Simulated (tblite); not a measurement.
Compound: C₃H₇FSeSi.
Numbering: `[CH2:1]=[C:2]([CH2:3][SeH:4])[SiH2:5][F:6]` (hydrogens: H7, H8 on C1; H9, H10 on C3; H11 on Se4; H12, H13 on Si5)

Computed with GFN2-xTB (tblite), gas phase: L-BFGS steps from a force-field or distance-geometry start until the largest atomic force falls under 0.01 eV/Å.

Step 43: E = -534.7371 eV
```
atom  x, y, z in Å  |  force x, y, z in eV/Å
C1     -0.4170    1.1664    1.1174   -0.022   0.016   0.036
C2     -0.2217    0.3634    0.0776    0.050  -0.003   0.043
C3      0.8894    0.6188   -0.8745    0.057   0.001  -0.012
Se4     2.2758   -0.7985   -0.7797    0.011  -0.012   0.059
Si5    -1.2258   -1.2167   -0.1620   -0.011  -0.033  -0.003
F6     -2.7492   -0.8781    0.2387    0.000   0.010   0.032
H7     -1.2163    0.9840    1.8140   -0.034   0.025   0.036
H8      0.1905    2.0394    1.3087   -0.007  -0.001  -0.048
H9      1.3957    1.5671   -0.6875   -0.013   0.036  -0.035
H10     0.5523    0.5727   -1.9111    0.001   0.035  -0.029
H11     2.5972   -0.5642    0.6149   -0.001  -0.013  -0.043
H12    -0.7848   -2.2316    0.7819   -0.033  -0.059  -0.010
H13    -1.2903   -1.6221   -1.5561    0.002  -0.002  -0.027
```

Step 44: E = -534.7380 eV
```
atom  x, y, z in Å  |  force x, y, z in eV/Å
C1     -0.4195    1.1679    1.1163    0.007  -0.017   0.019
C2     -0.2200    0.3625    0.0789    0.019  -0.018   0.034
C3      0.8908    0.6168   -0.8754    0.026  -0.003   0.012
Se4     2.2817   -0.7962   -0.7769    0.007  -0.002   0.075
Si5    -1.2282   -1.2161   -0.1615    0.007  -0.025  -0.006
F6     -2.7494   -0.8771    0.2496    0.023   0.001   0.020
H7     -1.2200    0.9855    1.8127   -0.013   0.037   0.019
H8      0.1928    2.0374    1.3069   -0.023   0.019  -0.033
H9      1.3920    1.5683   -0.6914   -0.002   0.032  -0.040
H10     0.5521    0.5652   -1.9118    0.009   0.039  -0.012
H11     2.5973   -0.5635    0.6204   -0.005  -0.014  -0.058
H12    -0.7824   -2.2381    0.7735   -0.042  -0.047  -0.016
H13    -1.2916   -1.6122   -1.5591   -0.013  -0.002  -0.012
```

Step 45: E = -534.7386 eV
```
atom  x, y, z in Å  |  force x, y, z in eV/Å
C1     -0.4232    1.1699    1.1169    0.030  -0.041   0.009
C2     -0.2166    0.3603    0.0841   -0.012  -0.034   0.006
C3      0.8924    0.6172   -0.8739   -0.010  -0.002   0.037
Se4     2.2830   -0.7956   -0.7848    0.003  -0.004   0.051
Si5    -1.2279   -1.2181   -0.1577    0.066   0.005  -0.017
F6     -2.7482   -0.8731    0.2456   -0.014   0.006   0.023
H7     -1.2246    0.9883    1.8133    0.009   0.042   0.002
H8      0.1902    2.0390    1.3032   -0.032   0.040  -0.014
H9      1.3917    1.5696   -0.6895    0.006   0.027  -0.036
H10     0.5489    0.5696   -1.9092    0.011   0.032  -0.002
H11     2.5998   -0.5703    0.6116    0.002  -0.010  -0.033
H12    -0.7928   -2.2427    0.7782   -0.033  -0.054  -0.001
H13    -1.2771   -1.6136   -1.5555   -0.027  -0.008  -0.024
```

Step 46: E = -534.7391 eV
```
atom  x, y, z in Å  |  force x, y, z in eV/Å
C1     -0.4228    1.1688    1.1158    0.050  -0.053  -0.013
C2     -0.2154    0.3592    0.0825   -0.031  -0.036  -0.003
C3      0.8949    0.6153   -0.8764   -0.047   0.003   0.031
Se4     2.2864   -0.7969   -0.7724   -0.011   0.018   0.027
Si5    -1.2297   -1.2182   -0.1603    0.012  -0.006  -0.003
F6     -2.7481   -0.8732    0.2644    0.084  -0.019  -0.011
H7     -1.2245    0.9890    1.8132    0.029   0.043  -0.018
H8      0.1945    2.0358    1.3002   -0.044   0.045  -0.003
H9      1.3900    1.5712   -0.6959    0.012   0.006  -0.029
H10     0.5527    0.5649   -1.9135    0.024   0.016   0.045
H11     2.5935   -0.5590    0.6229    0.009  -0.012  -0.017
H12    -0.7860   -2.2526    0.7650   -0.053  -0.012  -0.037
H13    -1.2898   -1.6038   -1.5633   -0.034   0.006   0.031
```

Q: Estimate the geometry and energy of step 47. (The exact step hangs on the optimiser's Hessian estimate; all steps are aligned on step 46, rigid shifts and turns removed.)

A: E = -534.7397 eV, largest force 0.056 eV/Å
```
atom  x, y, z in Å  |  force x, y, z in eV/Å
C1     -0.4225    1.1683    1.1164    0.038  -0.034  -0.005
C2     -0.2146    0.3578    0.0841   -0.020  -0.027  -0.013
C3      0.8948    0.6158   -0.8750   -0.036   0.006   0.021
Se4     2.2852   -0.7974   -0.7751   -0.016   0.013  -0.002
Si5    -1.2282   -1.2196   -0.1593    0.027  -0.001  -0.006
F6     -2.7460   -0.8722    0.2613    0.049  -0.012  -0.004
H7     -1.2248    0.9905    1.8133    0.026   0.034  -0.012
H8      0.1924    2.0374    1.2989   -0.038   0.041  -0.004
H9      1.3915    1.5711   -0.6945    0.006   0.001  -0.019
H10     0.5524    0.5688   -1.9121    0.017   0.010   0.039
H11     2.5926   -0.5598    0.6177    0.020  -0.010   0.016
H12    -0.7918   -2.2539    0.7679   -0.040  -0.023  -0.026
H13    -1.2853   -1.6063   -1.5614   -0.033   0.002   0.016
```

The energy changes by -0.0006 eV. The first-order estimate −F·Δx gives -0.0008 eV and the mean of the old and new forces, exact on a quadratic surface, -0.0006 eV. The step makes an angle of 73° with the force vector and moves no atom by more than 0.007 Å.

The cost below is that of the whole relaxation. Time: 0.53 s. Hardware: one thread of an Arm Neoverse V1, shared host with 32 logical CPUs at a one-minute load of 3.8.
